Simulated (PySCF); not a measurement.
C3H7BFN.
Numbering: `[BH3-:1][N+:2]#[C:3][CH2:4][CH2:5][F:6]` (hydrogens: H7, H8, H9 on B1; H10, H11 on C4; H12, H13 on C5)

Structure used (PBE0-D3(BJ)/def2-SVP), in Å, numbered top down from 1:
```xyz
13
C3H7BFN angstrom
B      2.715   -0.565    0.083
N      1.299   -0.085   -0.241
C      0.233    0.275   -0.483
C     -1.125    0.699   -0.758
C     -2.156   -0.050    0.085
F     -3.391    0.418   -0.249
H      2.615   -1.766    0.295
H      3.387   -0.314   -0.908
H      3.066    0.067    1.070
H     -1.338    0.541   -1.827
H     -1.206    1.781   -0.565
H     -1.976    0.120    1.159
H     -2.107   -1.133   -0.114
```

Computed with core-valence-separated Tamm–Dancoff BHandHLYP/aug-pcX-1 (pcseg-1 on H) in PySCF, non-relativistic, gas phase, PBE0-D3(BJ)/def2-SVP geometry.

Computed fluorine K-edge spectrum, Gaussian lines of 0.8 eV full width, highest printed point 100; it ends one width below the last computed root. The energies are unshifted.

```
photon energy (eV)  absorption
             684.3           0
             684.4           1
             684.5           3
             684.6           6
             684.7          11
             684.8          20
             684.9          32
             685.0          48
             685.1          66
             685.2          83
             685.3          95
             685.4         100
             685.5          97
             685.6          86
             685.7          70
             685.8          52
             685.9          36
             686.0          23
             686.1          15
             686.2          10
             686.3           8
             686.4           7
             686.5           8
             686.6           8
             686.7           9
             686.8           9
             686.9           9
             687.0           9
             687.1          10
             687.2          12
             687.3          15
             687.4          17
             687.5          19
             687.6          20
             687.7          19
             687.8          18
             687.9          17
             688.0          17
             688.1          18
             688.2          20
             688.3          24
```

Assign the maxima to core holes.

2 maxima:
- 685.4 eV: F6 (alkyl fluorine), 685.41 eV, f = 0.032, 100 % of the height at the exact maximum
- 687.6 eV: F6 (alkyl fluorine), 687.63 eV, f = 0.003, 49 % of the height at the exact maximum; F6 (alkyl fluorine), 687.56 eV, f = 0.003, 46 % of the height at the exact maximum

Further lines of some strength in the range: F6, 686.68 eV, f = 0.003.

Roots within 0.03 eV on the same or equivalent atoms count as one line; shares under 12 % aren't listed.

Vibrational structure and lifetime widths aren't in the curve. The ionisation threshold wasn't computed; near and above it a finite basis only mimics Rydberg series and continuum.

One conformer stands for the species.
